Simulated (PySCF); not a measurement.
PySCF job for W(NH)(NMe)(OH)2 (CH₆N₂O₂W), SMILES [W](=[NH])([OH])([OH])=[N]C, multiplicity 1, PBE-D3(BJ)/def2-SVP. Geometry optimised at PBE-D3(BJ)/def2-SVP. The multiplicity is an assumed one; other spin states were not compared. The def2 effective core potentials stand for the cores of W; spin–orbit coupling is left out. Other conformers were not sampled.

```python
import numpy as np
from pyscf import gto, scf, dft, df
from pyscf.hessian import thermo

mol = gto.M(
    atom='''
    W    -0.04771001   -0.06976678    0.21018998
    N     0.94399609   -1.52167862    0.44050165
    H     1.64129247   -2.22105363    0.17099064
    N     0.22216910    0.63407277   -1.38799505
    C     0.69115551    0.82483314   -2.71667693
    H    -0.14514151    0.76294383   -3.44915893
    H     1.15751644    1.82890960   -2.83374188
    H     1.45286393    0.06467780   -3.00556113
    O    -1.91045307   -0.56705867    0.27933474
    H    -2.15872894   -1.41077049    0.69884832
    O     0.49396062    1.22250167    1.53403722
    H     0.60458878    2.15873234    1.29010432
    ''',
    basis='def2-SVP',
    ecp={'W': 'def2-svp'},
    charge=0,
    spin=0,
    max_memory=1600,
    verbose=3,
)
mf = dft.RKS(mol, xc='pbe').density_fit(auxbasis='def2-universal-jkfit')
mf.disp = 'd3bj'
mf.grids.level = 3
mf.conv_tol = 1e-11
mf.max_cycle = 100
mf.kernel()

# [left out here: the lines that compute and print the analytic Hessian (its translational invariance restored by hand, since the grid's response is missing), thermochemistry and intensities]
```

Program output:

```
converged SCF energy = -368.387644433669

WARN: DFTD3 does not support analytical Hessian, using finite difference


WARN: Mole.unit (angstrom) is changed to Bohr

Mode                                 0                   1                   2
Irrep
Freq [cm^-1]                       81.3268            111.1672            115.3145
Reduced mass [au]                   1.0266              3.7122              3.5536
Force const [Dyne/A]                0.0040              0.0270              0.0278
Char temp [K]                     117.0111            159.9448            165.9119
Normal mode                   x     y     z       x     y     z       x     y     z
       0   W                -0.00 -0.00 -0.00    0.02  0.00  0.00    0.00  0.02  0.01
       1   N                 0.01  0.01  0.01   -0.04 -0.03  0.08    0.01  0.01 -0.11
       2   H                 0.02  0.02  0.01   -0.07 -0.06  0.06    0.00  0.01 -0.13
       3   N                -0.01 -0.01 -0.00    0.06 -0.02  0.00   -0.02  0.05  0.02
       4   C                 0.00  0.00  0.00   -0.14  0.01 -0.06   -0.00 -0.15 -0.01
       5   H                -0.07  0.57  0.04   -0.25  0.02  0.07   -0.01 -0.19  0.00
       6   H                 0.51 -0.21  0.16   -0.15  0.01 -0.11    0.06 -0.19 -0.15
       7   H                -0.40 -0.33 -0.19   -0.18  0.01 -0.19   -0.06 -0.24  0.09
       8   O                 0.00 -0.02  0.01    0.01  0.04 -0.11    0.01 -0.04 -0.04
       9   H                 0.01 -0.02  0.01   -0.03  0.04 -0.13    0.03 -0.07 -0.09
      10   O                -0.01  0.01 -0.01   -0.05 -0.01  0.05   -0.02 -0.05  0.09
      11   H                -0.04  0.01 -0.01   -0.09 -0.00  0.08    0.08 -0.05  0.15
Mode                                 3                   4                   5
Irrep
Freq [cm^-1]                      177.8022            208.8020            213.8961
Reduced mass [au]                   3.2173              3.0368              5.9196
Force const [Dyne/A]                0.0599              0.0780              0.1596
Char temp [K]                     255.8178            300.4196            307.7488
Normal mode                   x     y     z       x     y     z       x     y     z
       0   W                 0.01 -0.01 -0.01   -0.00 -0.00  0.01    0.01 -0.02  0.01
       1   N                 0.03  0.01  0.00    0.07  0.05  0.03    0.04 -0.02 -0.10
       2   H                 0.01 -0.02  0.04    0.06  0.02  0.06    0.07 -0.00 -0.07
       3   N                -0.03 -0.00 -0.03   -0.10  0.00 -0.01   -0.02  0.05  0.04
       4   C                 0.02 -0.01 -0.02   -0.01 -0.01  0.02   -0.02 -0.01  0.04
       5   H                 0.04 -0.01 -0.04    0.04 -0.01 -0.03   -0.02 -0.02  0.04
       6   H                 0.02 -0.01 -0.01    0.02 -0.02  0.05   -0.01 -0.02  0.00
       7   H                 0.02 -0.02  0.01   -0.00 -0.03  0.08   -0.03 -0.03  0.07
       8   O                -0.01  0.09  0.10   -0.02  0.03 -0.13   -0.02  0.10 -0.04
       9   H                -0.05  0.21  0.30   -0.11  0.25  0.28   -0.14  0.08 -0.15
      10   O                -0.12 -0.04  0.07    0.10 -0.03 -0.00   -0.07  0.10 -0.07
      11   H                -0.32  0.01  0.17   -0.32  0.04  0.06    0.07  0.04 -0.21
Mode                                 6                   7                   8
Irrep
Freq [cm^-1]                      252.6547            282.2103            323.3069
Reduced mass [au]                   2.7113              1.3194              2.2986
Force const [Dyne/A]                0.1020              0.0619              0.1416
Char temp [K]                     363.5139            406.0378            465.1666
Normal mode                   x     y     z       x     y     z       x     y     z
       0   W                -0.02 -0.01 -0.00   -0.00  0.01  0.01   -0.00 -0.01 -0.01
       1   N                 0.12  0.09  0.03   -0.02 -0.02 -0.06   -0.02 -0.00  0.04
       2   H                 0.26  0.26 -0.05   -0.07  0.05 -0.40    0.01 -0.04  0.22
       3   N                 0.09 -0.03  0.01    0.02 -0.09 -0.02    0.05  0.16  0.06
       4   C                -0.01 -0.01 -0.02    0.01  0.00 -0.01   -0.01 -0.03  0.01
       5   H                -0.06 -0.00  0.04    0.02  0.02 -0.02   -0.06 -0.10  0.07
       6   H                -0.03 -0.00 -0.04   -0.01  0.02  0.05    0.03 -0.06 -0.17
       7   H                -0.02  0.01 -0.09    0.04  0.04 -0.05   -0.06 -0.10  0.08
       8   O                -0.04  0.07  0.03    0.00  0.00  0.01   -0.00 -0.01  0.04
       9   H                -0.16 -0.07 -0.32   -0.01 -0.15 -0.30    0.01 -0.10 -0.14
      10   O                 0.03 -0.05  0.02    0.03  0.03 -0.00    0.04 -0.01 -0.03
      11   H                 0.16 -0.07  0.03   -0.66  0.13  0.07   -0.47  0.03 -0.13
Mode                                 9                  10                  11
Irrep
Freq [cm^-1]                      348.1318            532.3042            587.6932
[...]
Freq [cm^-1]                     1063.6673           1066.9168           1342.4323
Reduced mass [au]                   1.3420              1.3631              3.8478
Force const [Dyne/A]                0.8946              0.9142              4.0855
Char temp [K]                    1530.3805           1535.0558           1931.4612
Normal mode                   x     y     z       x     y     z       x     y     z
       0   W                -0.00  0.00 -0.00   -0.00  0.00 -0.00    0.00  0.00 -0.01
       1   N                 0.00 -0.01  0.00    0.01 -0.02  0.01   -0.01  0.01 -0.00
       2   H                 0.01  0.01 -0.02    0.02  0.01 -0.05   -0.01  0.01  0.02
       3   N                -0.06 -0.02 -0.02   -0.02  0.07  0.01   -0.05 -0.04  0.17
       4   C                 0.12  0.03  0.04    0.03 -0.12 -0.02    0.05  0.03 -0.16
       5   H                -0.30 -0.12  0.53   -0.06  0.30  0.06   -0.18 -0.11  0.16
       6   H                -0.13  0.09 -0.40   -0.28  0.08  0.44    0.01  0.07  0.28
       7   H                -0.15 -0.09 -0.35    0.22  0.24 -0.48    0.00 -0.12  0.18
       8   O                 0.00 -0.00  0.00    0.00 -0.00  0.00    0.00  0.00  0.00
       9   H                -0.02 -0.00 -0.02   -0.00 -0.00 -0.00   -0.01  0.00 -0.01
      10   O                -0.00 -0.00  0.00    0.00 -0.00 -0.00   -0.00 -0.00 -0.00
      11   H                 0.01 -0.01 -0.02   -0.01  0.00  0.01   -0.00 -0.00  0.00
Mode                                21                  22                  23
Irrep
Freq [cm^-1]                     1381.8739           1396.4428           1400.4662
Reduced mass [au]                   1.4260              1.0478              1.0529
Force const [Dyne/A]                1.6043              1.2039              1.2167
Char temp [K]                    1988.2089           2009.1702           2014.9591
Normal mode                   x     y     z       x     y     z       x     y     z
       0   W                 0.00  0.00 -0.01    0.00  0.00 -0.00   -0.00 -0.00  0.00
       1   N                -0.00  0.00 -0.00   -0.00  0.00 -0.00    0.00 -0.00  0.00
       2   H                -0.00 -0.00  0.01   -0.00 -0.00  0.00    0.00  0.00 -0.01
       3   N                -0.04 -0.04  0.14    0.01 -0.01  0.03    0.01  0.02 -0.03
       4   C                -0.01  0.00  0.02    0.05 -0.00  0.01   -0.00  0.04  0.02
       5   H                 0.29 -0.01 -0.33    0.29  0.19 -0.32    0.14 -0.65 -0.09
       6   H                 0.18 -0.13 -0.40   -0.58  0.27 -0.06    0.13  0.01  0.46
       7   H                 0.06  0.24 -0.47   -0.39 -0.41  0.01   -0.30 -0.13 -0.40
       8   O                -0.00 -0.00  0.00    0.00  0.00 -0.00   -0.00  0.00  0.00
       9   H                -0.00  0.00  0.00    0.00  0.00  0.00    0.00 -0.00 -0.00
      10   O                -0.00 -0.00  0.00    0.00  0.00 -0.00    0.00  0.00  0.00
      11   H                -0.00  0.00  0.00   -0.00  0.00  0.00    0.00  0.00  0.00
Mode                                24                  25                  26
Irrep
Freq [cm^-1]                     2915.5888           2994.7963           3000.4221
Reduced mass [au]                   1.0322              1.1040              1.1034
Force const [Dyne/A]                5.1698              5.8337              5.8527
Char temp [K]                    4194.8832           4308.8451           4316.9393
Normal mode                   x     y     z       x     y     z       x     y     z
       0   W                 0.00  0.00 -0.00   -0.00  0.00 -0.00    0.00  0.00  0.00
       1   N                -0.00 -0.00  0.00    0.00  0.00 -0.00   -0.00 -0.00  0.00
       2   H                 0.00 -0.00 -0.00   -0.00  0.00  0.00    0.00 -0.00 -0.00
       3   N                -0.00 -0.00  0.00   -0.00 -0.00  0.00   -0.00 -0.00 -0.00
       4   C                -0.02 -0.00  0.04    0.06 -0.06  0.01    0.06  0.06  0.03
       5   H                -0.41 -0.03 -0.35   -0.38 -0.05 -0.33   -0.47 -0.02 -0.40
       6   H                 0.22  0.48 -0.04    0.16  0.31 -0.03   -0.29 -0.65  0.07
       7   H                 0.43 -0.44 -0.15   -0.49  0.50  0.18    0.07 -0.04 -0.01
       8   O                -0.00 -0.00 -0.00   -0.00 -0.00  0.00   -0.00 -0.00 -0.00
       9   H                 0.00 -0.00  0.00   -0.00 -0.00  0.00    0.00 -0.00  0.00
      10   O                 0.00  0.00  0.00   -0.00 -0.00  0.00    0.00  0.00 -0.00
      11   H                 0.00  0.00 -0.00    0.00  0.00 -0.00   -0.00 -0.00  0.00
Mode                                27                  28                  29
Irrep
Freq [cm^-1]                     3539.7399           3748.2886           3755.3393
Reduced mass [au]                   1.0833              1.0669              1.0672
Force const [Dyne/A]                7.9971              8.8312              8.8676
Char temp [K]                    5092.8975           5392.9527           5403.0971
Normal mode                   x     y     z       x     y     z       x     y     z
       0   W                -0.00  0.00 -0.00    0.00 -0.00  0.00    0.00 -0.00  0.00
       1   N                 0.05 -0.05 -0.02    0.00 -0.00 -0.00   -0.00  0.00  0.00
       2   H                -0.65  0.66  0.24   -0.00  0.00  0.00    0.01 -0.01 -0.00
       3   N                 0.00  0.00 -0.00   -0.00  0.00 -0.00   -0.00 -0.00  0.00
       4   C                -0.00  0.00  0.00   -0.00  0.00  0.00    0.00  0.00 -0.00
       5   H                -0.00 -0.00 -0.00   -0.00  0.00 -0.00    0.00 -0.00  0.00
       6   H                 0.00  0.00 -0.00    0.00  0.00 -0.00   -0.00 -0.00  0.00
       7   H                 0.00 -0.00 -0.00    0.00 -0.00 -0.00   -0.00  0.00  0.00
       8   O                -0.00  0.00 -0.00   -0.02 -0.05  0.03    0.00  0.01 -0.00
       9   H                -0.00 -0.01  0.00    0.26  0.82 -0.40   -0.05 -0.15  0.07
      10   O                 0.00 -0.00  0.00   -0.00 -0.01  0.00   -0.01 -0.06  0.01
      11   H                 0.00  0.01 -0.00    0.02  0.17 -0.04    0.11  0.92 -0.23
temperature 298.1500 [K]
pressure 101325.00 [Pa]
Rotational constants [GHz] 3.00038 1.77182 1.64374
Symmetry number 1
Zero-point energy (ZPE) 0.07993 [Eh]   209861.537 [J/mol]
                           tot       elec      trans        rot        vib
Entropy [J/mol/K]       402.460      0.000    178.188    117.150    107.122
Cv [J/mol/K]            135.135      0.000     12.472     12.472    110.191
Cp [J/mol/K]            143.449      0.000     20.786     12.472    110.191
Internal energy [J/mol]                      3718.434   3718.434 227486.810
Internal energy [Eh]   -368.29817  -368.38764
Enthalpy [J/mol]                             6197.391   3718.434 227486.810
Enthalpy [Eh]          -368.29722
Gibbs free energy [J/mol]                  -46929.436 -31209.973 195548.533
Gibbs free energy [Eh] -368.34293
mode   freq/cm-1   IR/(km/mol)
   1       81.33         0.080
   2      111.17         7.487
   3      115.31         6.145
   4      177.80        11.053
   5      208.80        49.104
   6      213.90         6.963
   7      252.65        20.406
   8      282.21        86.144
   9      323.31        58.643
  10      348.13        25.037
  11      532.30       128.599
  12      587.69       173.211
  13      619.82       143.837
  14      637.60       152.100
  15      641.59        86.415
  16      683.54        11.360
  17      704.71        20.008
  18      958.27       100.773
  19     1063.67         0.530
  20     1066.92         0.325
  21     1342.43       138.259
  22     1381.87         3.991
  23     1396.44         7.097
  24     1400.47        10.657
  25     2915.59        81.403
  26     2994.80        17.425
  27     3000.42        13.941
  28     3539.74        92.609
  29     3748.29       188.988
  30     3755.34       104.480
max |gradient| / (hartree/bohr): 8.352469883755466e-05
APT charges: [ 1.8259 -0.8155  0.2932 -0.7329  0.4025 -0.042  -0.0408 -0.0514 -0.7148
  0.3018 -0.7263  0.3004]
```

The calculation finished and met its thresholds.
